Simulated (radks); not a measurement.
Values are calculated unless marked as measured or tabulated.
Q: Species: P2+. Configuration: [Ne] 3s2 3p1. Level of theory: scalar-relativistic Kohn-Sham, XLYP, spin-polarised, spherical densities, finite nucleus; open shells are filled with parallel spins first; Fermi nuclear charge, rms radius 3.1889 fm (a radial shooting solver on a logarithmic mesh with Libxc functionals). Some entries of the table are withheld. Estimate them.

orbital,occ.,eigenvalue (hartree),<1/r> (bohr^-1),<r^2> (bohr^2)
1s up,1,-77.55915,14.65,0.01444
1s down,1,-77.55370,14.65,0.01444
2s up,1,-7.25665,2.824,0.3219
2s down,1,-7.25118,2.823,0.3217
2p up,3,-5.44738,2.716,0.2945
2p down,3,-5.43988,2.715,0.2943
3s up,1,-1.26488,0.7898,3.465
3s down,1,-1.21819,0.7903,3.502
3p up,1,-0.90810,0.6861,(1)

A: 
(1) 3p up <r^2> (bohr^2): 4.488
